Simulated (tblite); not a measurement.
A geometry optimisation, step by step.

Species: C7H13BNP.
Numbering: `[CH3:1][CH2:2][C@H:3]([CH3:4])[P+:5]1([BH2-:6][C:7]#[N:8])[CH:9]=[CH:10]1` (hydrogens: H11, H12, H13 on C1; H14, H15 on C2; H16 on C3; H17, H18, H19 on C4; H20, H21 on B6; H22 on C9; H23 on C10)
Bond orders are those of one Lewis drawing.

Computed with GFN2-xTB (tblite), gas phase: L-BFGS steps from a force-field or distance-geometry start until the largest atomic force falls under 0.01 eV/Å. 3 of its 97 geometries are shown.

Step 0: E = -765.2019 eV, largest atomic force 6.016 eV/Å
```
atom  x, y, z in Å  |  force x, y, z in eV/Å
C1     -0.453   -2.314    0.593   -0.567  -0.142   0.076
C2     -1.226   -1.173   -0.106    0.148  -0.415   0.287
C3     -0.983    0.183    0.586   -1.541  -0.302   0.468
C4     -1.946    1.245    0.003   -0.172  -0.064   0.352
P5      0.730    0.750    0.367   -1.884  -1.383  -5.544
B6      1.519    0.947   -1.351    0.244   0.309  -0.817
C7      1.981   -0.431   -1.867    0.083  -0.855  -0.067
N8      2.327   -1.467   -2.244   -0.187   0.601   0.208
C9      1.779    0.469    1.657   -0.017   4.068   2.387
C10     1.260    1.845    1.531    2.555  -2.098   3.208
H11    -0.727   -3.279    0.113    0.325   0.646   0.377
H12    -0.739   -2.366    1.671    0.264   0.022  -0.790
H13     0.630   -2.163    0.511   -0.280  -0.048  -0.018
H14    -0.918   -1.131   -1.169   -0.145   0.083   0.503
H15    -2.308   -1.418   -0.059    0.511   0.215  -0.111
H16    -1.199    0.094    1.684    0.142  -0.056  -0.598
H17    -1.785    1.363   -1.078   -0.096  -0.025   0.444
H18    -1.781    2.210    0.511   -0.069  -0.306  -0.312
H19    -3.000    0.939    0.195    0.738   0.221  -0.256
H20     2.471    1.675   -1.266   -0.078  -0.065   0.363
H21     0.724    1.415   -2.099   -0.248  -0.014  -0.100
H22     2.388   -0.231    2.203   -0.058   0.600   0.018
H23     1.249    2.868    1.923    0.336  -0.991  -0.079
```

Step 48: E = -766.4122 eV, largest atomic force 0.062 eV/Å
```
atom  x, y, z in Å  |  force x, y, z in eV/Å
C1     -0.353   -2.243    0.530   -0.004   0.011  -0.021
C2     -1.227   -1.165   -0.099    0.005  -0.003   0.003
C3     -1.013    0.191    0.571   -0.015  -0.017  -0.014
C4     -1.949    1.265    0.021   -0.002  -0.017   0.002
P5      0.737    0.761    0.252   -0.061  -0.001   0.013
B6      1.541    0.913   -1.524    0.015   0.002  -0.009
C7      1.873   -0.554   -1.889    0.001   0.009   0.014
N8      2.126   -1.644   -2.152   -0.013  -0.009   0.002
C9      1.678    0.534    1.783    0.034   0.002  -0.006
C10     1.213    1.767    1.687    0.007   0.017  -0.013
H11    -0.541   -3.206    0.061   -0.009   0.006   0.014
H12    -0.550   -2.330    1.599   -0.003   0.003  -0.037
H13     0.701   -2.004    0.385   -0.011   0.005  -0.005
H14    -0.982   -1.083   -1.162   -0.023  -0.010   0.016
H15    -2.282   -1.443   -0.016    0.025  -0.005  -0.004
H16    -1.157    0.095    1.655    0.050   0.020  -0.026
H17    -1.801    1.379   -1.052   -0.007   0.009   0.010
H18    -1.751    2.224    0.501   -0.017  -0.008  -0.018
H19    -2.989    0.999    0.198    0.001  -0.007  -0.008
H20     2.512    1.580   -1.367    0.020  -0.008   0.019
H21     0.718    1.383   -2.243   -0.021  -0.005   0.021
H22     2.278   -0.108    2.389    0.016  -0.012   0.036
H23     1.212    2.715    2.180    0.014   0.018   0.011
```

Step 96: E = -766.4174 eV, largest atomic force 0.009 eV/Å
```
atom  x, y, z in Å  |  force x, y, z in eV/Å
C1     -0.326   -2.238    0.493    0.001   0.003   0.001
C2     -1.234   -1.167   -0.095    0.000  -0.003  -0.003
C3     -1.017    0.190    0.571    0.005  -0.006   0.001
C4     -1.965    1.255    0.024    0.005  -0.006  -0.001
P5      0.735    0.764    0.260    0.002   0.000   0.000
B6      1.579    0.897   -1.498   -0.003   0.001   0.004
C7      1.824   -0.581   -1.886   -0.001  -0.007  -0.006
N8      2.006   -1.681   -2.166   -0.002   0.005  -0.002
C9      1.670    0.567    1.800   -0.001   0.000   0.002
C10     1.209    1.799    1.675    0.000  -0.001   0.001
H11    -0.537   -3.204    0.043   -0.001   0.006   0.002
H12    -0.468   -2.317    1.570   -0.003  -0.002   0.000
H13     0.719   -1.999    0.291    0.000   0.003  -0.002
H14    -1.036   -1.080   -1.167    0.005   0.004  -0.004
H15    -2.280   -1.460    0.028   -0.003   0.003   0.002
H16    -1.149    0.096    1.655    0.002   0.003   0.003
H17    -1.795    1.401   -1.042    0.001  -0.005  -0.001
H18    -1.808    2.207    0.531   -0.003  -0.003  -0.004
H19    -3.002    0.954    0.166    0.003   0.005   0.003
H20     2.588    1.496   -1.302    0.001  -0.001   0.002
H21     0.799    1.431   -2.219   -0.003   0.002   0.000
H22     2.266   -0.061    2.427   -0.001   0.002   0.003
H23     1.215    2.758    2.147   -0.002   0.000  -0.003
```

Question: Summarise the path.

Answer: The energy falls by 1.2155 eV from step 0 to step 96; nine tenths of that is first reached at step 6. It rises by more than 0.2 meV at step 2. The largest force goes from 6.016 to 0.009 eV/Å. Among the bonds C9=C10 changes most, from 1.476 to 1.321 Å; the atoms move by 0.189 Å rms after alignment.

The cost below is that of the whole relaxation. The run took 1.5 s on one thread of an Intel Xeon Platinum 8259CL at 2.50 GHz, shared host with 96 logical CPUs at a one-minute load of 16.
